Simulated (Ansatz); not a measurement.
C$_{3}$H$_{6}$NO (SMILES [CH2]N(C)C=O), doublet, at a GFN2-xTB geometry. Base run: Ansatz (a quantum-chemistry and plane-wave program) with HF/pcseg-1.

Ansatz was given this input:
Ansatz 0.2 input:
```yaml
crystal:
  periodic: [false, false, false]
  atoms:
    - {symbol: C, position_ang: [-0.57340588, -1.04248401, -0.84747629]}
    - {symbol: N, position_ang: [0.22580332, -0.27232099, -0.07484776]}
    - {symbol: C, position_ang: [1.57408486, -0.72022017, 0.18317111]}
    - {symbol: C, position_ang: [-0.22793319, 0.90634106, 0.45338122]}
    - {symbol: O, position_ang: [-1.34568634, 1.34977580, 0.28262936]}
    - {symbol: H, position_ang: [-0.19354223, -1.95873990, -1.24751590]}
    - {symbol: H, position_ang: [-1.57037703, -0.70052078, -1.03182152]}
    - {symbol: H, position_ang: [1.56102399, -1.68796428, 0.68836733]}
    - {symbol: H, position_ang: [2.08952465, 0.00057103, 0.81554840]}
    - {symbol: H, position_ang: [2.12384536, -0.82477924, -0.75424729]}
    - {symbol: H, position_ang: [0.53791799, 1.41765245, 1.05811220]}
basis:
  gaussian:
    orbitals: pcseg-1.json
hamiltonian:
  xc: hf
magnetization: {spin_polarized: true, initial_magnetization: 1}
```
The basis file holds pcseg-1 in the JSON format of the Basis Set Exchange.

The base run was repeated with changes; each row names its change, and settings that it needs were set with it.

```json
[
 {"change": "base", "ΔE vs base (eV)": "0.00"},
 {"change": "occupation = up:A':16 A'':4 down:A':16 A'':3", "ΔE vs base (eV)": "0.00"},
 {"change": "symmetry_tolerance_ang = 0.01", "ΔE vs base (eV)": "0.00"},
 {"change": "occupation = up:A':15 A'':5 down:A':16 A'':3", "ΔE vs base (eV)": "4.62"},
 {"change": "occupation = up:A':17 A'':3 down:A':16 A'':3", "ΔE vs base (eV)": "5.55"}
]
```
